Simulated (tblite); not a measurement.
Calculated harmonic vibrations of the isolated species, GFN2-xTB (tblite), most abundant isotopes, no scaling. The method is semi-empirical: single wavenumbers can be off by several per cent or more. Modes of hydrogen on silicon can be 10 to 20 % off. One conformer each. Open shells enter through the occupations alone, without spin polarisation, and single modes of such species can be off by tens of per cent. Thermal functions are those of the rigid rotor and harmonic oscillator, without mixing of conformers.

Problem. Order these by their ideal-gas entropy at 298.15 K and 1 bar, highest first (cal/(mol K)).
A. `CP(C)(=N)C1=CCCC1`
B. `[H]/N=[C]/OCC` [radical]
C. `C1=CCCC(c2ccco2)=C1`
D. `O=C1CCCc2ccccc21`
E. `CO[C@@H](F)[C@@H](C)O[SiH3]`

Solution. A (104.8), E (100.6), C (94.7), D (92.3), B (77.9).

```
                     SMILES  atoms  mass (u)  symmetry number  modes under 300 cm⁻¹  ZPE (kcal/mol)  S translation (cal/(mol K))  S rotation  S vibration  S spin      S    Cp
          CP(C)(=N)C1=CCCC1     23    143.09                1                     9           121.2                         40.8        29.6         34.4     0.0  104.8  44.6
CO[C@@H](F)[C@@H](C)O[SiH3]     19    138.05                1                     9            90.7                         40.7        29.0         30.9     0.0  100.6  40.2
        C1=CCCC(c2ccco2)=C1     21    146.07                1                     5           106.0                         40.9        29.9         24.0     0.0   94.7  38.0
           O=C1CCCc2ccccc21     21    146.07                1                     5           106.9                         40.9        29.8         21.7     0.0   92.3  37.3
              [H]/N=[C]/OCC     11     72.04                1                     3            54.7                         38.8        25.4         12.4     1.4   77.9  21.9
```

Entropies and Cp are for 298.15 K and 1 bar.
